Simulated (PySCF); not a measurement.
rhodium atom (Rh), quartet (core potentials on Rh); PySCF with DF-CAMB3LYP/def2-SV(P).

Input for PySCF:
```python
from pyscf import gto, scf, dft

mol = gto.M(
    atom='''
Rh    0.000000    0.000000    0.000000
''',
    basis='def2-sv(p)',
    ecp={'Rh': 'def2-sv(p)'},
    charge=0,
    spin=3,
    verbose=4,
)

mf = dft.UKS(mol)
mf.xc = 'camb3lyp'
mf = mf.density_fit(auxbasis='def2-universal-jkfit')
mf.kernel()
mf.analyze()
```

Problem. Write the output that PySCF gives for this input, abridged.

Solution. 
```
PySCF version 2.14.0

[INPUT] verbose = 4
[INPUT] num. atoms = 1
[INPUT] num. electrons = 17
[INPUT] charge = 0
[INPUT] spin (= nelec alpha-beta = 2S) = 3
[INPUT] symmetry False subgroup None
[INPUT] Mole.unit = angstrom
[INPUT] Symbol           X                Y                Z      unit          X                Y                Z       unit  Magmom
[INPUT]  1 Rh     0.000000000000   0.000000000000   0.000000000000 AA    0.000000000000   0.000000000000   0.000000000000 Bohr   0.0

nuclear repulsion = 0
number of shells = 10
number of NR pGTOs = 50
number of NR cGTOs = 24
basis = def2-sv(p)
ecp = {'Rh': 'def2-sv(p)'}

******** <class 'pyscf.df.df_jk.DFUKS'> ********
method = DFUKS
initial guess = minao
damping factor = 0
level_shift factor = 0
DIIS = <class 'pyscf.scf.diis.CDIIS'>
diis_start_cycle = 1
diis_space = 8
diis_damp = 0
SCF conv_tol = 1e-09
SCF conv_tol_grad = None
SCF max_cycles = 50
direct_scf = False
number electrons alpha = 10  beta = 7
XC library pyscf.dft.libxc version 7.1.2
    S. Lehtola, C. Steigemann, M. J. T. Oliveira, and M. A. L. Marques,  SoftwareX 7, 1–5 (2018)
XC functionals = camb3lyp
    T. Yanai, D. P. Tew, and N. C. Handy,  Chem. Phys. Lett. 393, 51 (2004)
radial grids:
    Treutler-Ahlrichs [JCP 102, 346 (1995); DOI:10.1063/1.469408] (M4) radial grids

becke partition: Becke, JCP 88, 2547 (1988); DOI:10.1063/1.454033
pruning grids: <function nwchem_prune>
grids dens level: 3
symmetrized grids: False
atomic radii adjust function: <function treutler_atomic_radii_adjust>
small_rho_cutoff = 0
Set gradient conv threshold to 3.16228e-05
tot grids = 22176
******** <class 'pyscf.df.df.DF'> ********
auxbasis = def2-universal-jkfit
Create RSH-DF object <pyscf.df.df.DF object> for omega=0.33
******** <class 'pyscf.df.df.DF'> ********
auxbasis = auxmol.basis = def2-universal-jkfit
init E= -100.432324674908

cycle= 1 E= -110.254117510913  delta_E= -9.82  |g|= 0.465  |ddm|= 2.34
cycle= 2 E= -110.262810750545  delta_E= -0.00869  |g|= 0.524  |ddm|= 1.43
cycle= 3 E= -110.394905146852  delta_E= -0.132  |g|= 0.0201  |ddm|= 0.561
cycle= 4 E= -110.397587295929  delta_E= -0.00268  |g|= 0.0176  |ddm|= 0.114
cycle= 5 E= -110.400290360919  delta_E= -0.0027  |g|= 0.0172  |ddm|= 0.0992
cycle= 6 E= -110.407120290426  delta_E= -0.00683  |g|= 0.0144  |ddm|= 0.268
cycle= 7 E= -110.410894822961  delta_E= -0.00377  |g|= 0.0114  |ddm|= 0.187
cycle= 8 E= -110.414176234322  delta_E= -0.00328  |g|= 0.0099  |ddm|= 0.278
cycle= 9 E= -110.414465240497  delta_E= -0.000289  |g|= 0.00641  |ddm|= 0.031
cycle= 10 E= -110.41527241975  delta_E= -0.000807  |g|= 0.00986  |ddm|= 0.149
cycle= 11 E= -110.415362134761  delta_E= -8.97e-05  |g|= 0.00823  |ddm|= 0.0287
cycle= 12 E= -110.41545082259  delta_E= -8.87e-05  |g|= 0.00327  |ddm|= 0.0378
cycle= 13 E= -110.415466108257  delta_E= -1.53e-05  |g|= 0.0011  |ddm|= 0.0137
cycle= 14 E= -110.415472978292  delta_E= -6.87e-06  |g|= 0.000577  |ddm|= 0.00706
cycle= 15 E= -110.415478726765  delta_E= -5.75e-06  |g|= 0.000272  |ddm|= 0.00992
cycle= 16 E= -110.415480231623  delta_E= -1.5e-06  |g|= 0.000124  |ddm|= 0.00627
cycle= 17 E= -110.415480451695  delta_E= -2.2e-07  |g|= 6.74e-05  |ddm|= 0.00171
cycle= 18 E= -110.415480529527  delta_E= -7.78e-08  |g|= 2.23e-05  |ddm|= 0.00151
cycle= 19 E= -110.415480535287  delta_E= -5.76e-09  |g|= 1.86e-05  |ddm|= 0.000194
cycle= 20 E= -110.415480545412  delta_E= -1.01e-08  |g|= 1.33e-05  |ddm|= 0.000431
cycle= 21 E= -110.415480549311  delta_E= -3.9e-09  |g|= 1.26e-05  |ddm|= 0.000211
cycle= 22 E= -110.415480550879  delta_E= -1.57e-09  |g|= 1.25e-05  |ddm|= 7.65e-05
cycle= 23 E= -110.415480555144  delta_E= -4.27e-09  |g|= 1.25e-05  |ddm|= 0.000208
cycle= 24 E= -110.415480557805  delta_E= -2.66e-09  |g|= 1.25e-05  |ddm|= 0.00013
cycle= 25 E= -110.415480559013  delta_E= -1.21e-09  |g|= 1.25e-05  |ddm|= 5.89e-05
cycle= 26 E= -110.415480559509  delta_E= -4.97e-10  |g|= 1.25e-05  |ddm|= 2.42e-05
Extra cycle  E= -110.415480560655  delta_E= -1.15e-09  |g|= 1.25e-05  |ddm|= 5.58e-05
converged SCF energy = -110.415480560655  <S^2> = 3.7503666  2S+1 = 4.0001833
**** SCF Summaries ****
Total Energy =                        -110.415480560654544
Nuclear Repulsion Energy =               0.000000000000000
One-electron Energy =                 -193.786571354571578
Two-electron Energy =                   83.371090793917034
Two-electron Coulomb Energy =           94.709177428769024
DFT Exchange-Correlation Energy =      -11.338086634851985
**** MO energy ****
                             alpha | beta                alpha | beta
MO #1   energy= -3.34001298132069  | -3.26830480311747  occ= 1 | 1
MO #2   energy= -2.09395802899392  | -2.01327528816661  occ= 1 | 1
MO #3   energy= -2.09394469455839  | -2.01326744199955  occ= 1 | 1
MO #4   energy= -2.09392980735444  | -2.01326528670917  occ= 1 | 1
MO #5   energy= -0.364133044027751 | -0.299170003566184 occ= 1 | 1
MO #6   energy= -0.364130507777379 | -0.299165397280406 occ= 1 | 1
MO #7   energy= -0.336093071450817 | -0.299148961357958 occ= 1 | 1
MO #8   energy= -0.336089226605852 | -0.0676088405622406 occ= 1 | 0
MO #9   energy= -0.336085362978605 | -0.0356094075282061 occ= 1 | 0
MO #10  energy= -0.231683476409316 | -0.0356062513787128 occ= 1 | 0
MO #11  energy= 0.0122344353387254 | 0.0267916348309657 occ= 0 | 0
MO #12  energy= 0.0122360823008656 | 0.0268015390737175 occ= 0 | 0
MO #13  energy= 0.0122380418148009 | 0.0268033119624304 occ= 0 | 0
MO #14  energy= 0.125605182902536  | 0.142225598601903  occ= 0 | 0
MO #15  energy= 0.325497025216481  | 0.357105383610097  occ= 0 | 0
MO #16  energy= 0.32550136858259   | 0.357110655770021  occ= 0 | 0
MO #17  energy= 0.325506133447626  | 0.357113450341178  occ= 0 | 0
MO #18  energy= 0.395787687749052  | 0.41670070086994   occ= 0 | 0

spin_pop of  0 Rh 4s        0.00094
spin_pop of  0 Rh 5s        0.98060
spin_pop of  0 Rh 6s        0.01762
spin_pop of  0 Rh 7s        0.00108
spin_pop of  0 Rh 8s       -0.00024
spin_pop of  0 Rh 4px      -0.00027
spin_pop of  0 Rh 4py      -0.00130
spin_pop of  0 Rh 4pz      -0.00130
spin_pop of  0 Rh 5px       0.00009
spin_pop of  0 Rh 5py       0.00041
spin_pop of  0 Rh 5pz       0.00041
spin_pop of  0 Rh 6px       0.00018
spin_pop of  0 Rh 6py       0.00089
spin_pop of  0 Rh 6pz       0.00089
spin_pop of  0 Rh 4dxy      0.16523
spin_pop of  0 Rh 4dyz      0.33474
spin_pop of  0 Rh 4dz^2     0.41383
spin_pop of  0 Rh 4dxz      0.18574
spin_pop of  0 Rh 4dx2-y2    0.57529
spin_pop of  0 Rh 5dxy      0.04369
spin_pop of  0 Rh 5dyz      0.10162
spin_pop of  0 Rh 5dz^2     0.12864
spin_pop of  0 Rh 5dxz      0.05071
spin_pop of  0 Rh 5dx2-y2    0.00051
In total            10.00000 | 7.00000
Dipole moment(X, Y, Z, Debye): -0.00000,  0.00000, -0.00000
```
